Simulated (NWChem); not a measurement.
The numbers come from NWChem runs, not from measurements. System: HBr, charge 0, spin multiplicity 1, displaced from the optimised geometry. Level: CR-CCSD(T)/def2-SVP, 9 core orbitals frozen, spin-restricted.

The NWChem input:

```
start mol
memory heap 100 mb stack 700 mb global 1900 mb
geometry units angstroms nocenter noautoz noautosym
  Br     0.000000     0.000000     0.039510
  H      0.000000     0.000000    -2.805224
end
basis spherical
  * library def2-svp
end
scf
  rhf
  nopen 0
  maxiter 100
  thresh 1e-7
  semidirect memsize 60000000 filesize 0
end
tce
  freeze core 9
  cr-ccsd(t)
  2eorb
  2emet 13
  thresh 1e-6
  maxiter 100
  tilesize 24
end
task tce energy
```

Output (cleaned and shortened):

```
             Northwest Computational Chemistry Package (NWChem) 7.3.0
             --------------------------------------------------------

                                NWChem Input Module
                                -------------------

 Scaling coordinates for geometry "geometry" by  1.889725989
 (inverse scale =  0.529177249)

                             Geometry "geometry" -> ""
                             -------------------------

 Output coordinates in angstroms (scale by  1.889725989 to convert to a.u.)

  No.       Tag          Charge          X              Y              Z
 ---- ---------------- ---------- -------------- -------------- --------------
    1 Br                  35.0000     0.00000000     0.00000000     0.03951000
    2 H                    1.0000     0.00000000     0.00000000    -2.80522400

 Effective nuclear repulsion energy (a.u.)       6.5106979123

            Nuclear Dipole moment (a.u.)
            ----------------------------
        X                 Y               Z
 ---------------- ---------------- ----------------
     0.0000000000     0.0000000000    -2.6878971133


 Summary of "ao basis" -> "" (spherical)
 ------------------------------------------------------------------------------
       Tag                 Description            Shells   Functions and Types
 ---------------- ------------------------------  ------  ---------------------
 *                          def2-svp                  on all atoms

 Summary of "ao basis" -> "ao basis" (spherical)
 ------------------------------------------------------------------------------
       Tag                 Description            Shells   Functions and Types
 ---------------- ------------------------------  ------  ---------------------
 Br                         def2-svp                12       32   5s4p3d
 H                          def2-svp                 3        5   2s1p

                                 NWChem SCF Module
                                 -----------------

  ao basis        = "ao basis"
  functions       =    37
  atoms           =     2
[...]
             Beta orbitals :    37
        Alpha frozen cores :     9
         Beta frozen cores :     9
     Alpha frozen virtuals :     0
      Beta frozen virtuals :     0
         Spin multiplicity : singlet
    Number of AO functions :    37
       Number of AO shells :    15
        Use of symmetry is : off
      Symmetry adaption is : off
         Schwarz screening : 0.10D-09

          Correlation Information
          -----------------------
          Calculation type : Coupled-cluster singles & doubles w/ perturbation
   Perturbative correction : Completely renormalized (T)
            Max iterations :      100
        Residual threshold : 0.10D-05
     T(0) DIIS level shift : 0.00D+00
     L(0) DIIS level shift : 0.00D+00
     T(1) DIIS level shift : 0.00D+00
     L(1) DIIS level shift : 0.00D+00
     T(R) DIIS level shift : 0.00D+00
     T(I) DIIS level shift : 0.00D+00
   CC-T/L Amplitude update :  5-th order DIIS
                I/O scheme : Global Array Library
        L-threshold :  0.10D-05
        EOM-threshold :  0.10D-05
 no EOMCCSD initial starts read in
 TCE RESTART OPTIONS
 SLICE:      F
 D4D5:       F
 quantumc:   F
 qrotation:  F
 pwtce:      F
 qducc:      F
 nacto:                         0
 nrotv:                         0
 nrot:                          0

            Memory Information
            ------------------
          Available GA space size is     249035431 doubles
          Available MA space size is     104854780 doubles

 Maximum block size supplied by input
 Maximum block size        24 doubles

 tile_dim =     19

 -------------------------------------------------

 Global array virtual files algorithm will be used

 Parallel file system coherency ......... OK

 4-electron integrals stored in orbital form

 v2    file size   =           270946
 4-index algorithm nr.  13 is used
 imaxsize =       30
 imaxsize ichop =        0


CCSD iterations
 ---------------------------------------------------------
 Iter          Residuum       Correlation     Cpu    Wall
 ---------------------------------------------------------
    1   0.1468793008339  -0.2726448071252     0.0     0.0
    2   0.0544405198009  -0.2877482102669     0.0     0.0
    3   0.0299474978842  -0.2976254613566     0.0     0.0
    4   0.0151406071356  -0.3031669111928     0.0     0.0
    5   0.0091404446764  -0.3053649200108     0.1     0.1
    6   0.0018375954548  -0.3084271806992     0.0     0.0
    7   0.0005931211982  -0.3084793636001     0.0     0.0
    8   0.0003065184331  -0.3084498430493     0.0     0.0
    9   0.0001342271384  -0.3084596183523     0.0     0.0
   10   0.0000876431993  -0.3084535743467     0.0     0.0
   11   0.0000317217619  -0.3084549510376     0.0     0.0
   12   0.0000171808778  -0.3084582224782     0.0     0.0
   13   0.0000100528362  -0.3084575775391     0.0     0.0
   14   0.0000059850349  -0.3084586213230     0.0     0.0
   15   0.0000041970606  -0.3084581793120     0.0     0.0
   16   0.0000007892238  -0.3084585468054     0.0     0.0
 -----------------------------------------------------------------
 Iterations converged
 CCSD correlation energy / hartree =        -0.308458546805429
 CCSD total energy / hartree       =     -2572.793288597285027

 Singles contributions

 Doubles contributions
    19a   (alpha)    19a   (beta ) ---    18a   (alpha)    18a   (beta )       -0.5476681963
 CR-CCSD(T)

 CR-CCSD[T]  correction energy / hartree =        -0.010240957303964
 CR-CCSD[T] correlation energy / hartree =        -0.318699504109393
 CR-CCSD[T] total energy / hartree       =     -2572.803529554589204
 CR-CCSD(T)  correction energy / hartree =        -0.010398338430011
 CR-CCSD(T) correlation energy / hartree =        -0.318856885235440
 CR-CCSD(T) total energy / hartree       =     -2572.803686935715177

 Task  times  cpu:        5.0s     wall:        5.0s

 Total times  cpu:        5.0s     wall:        5.0s
```
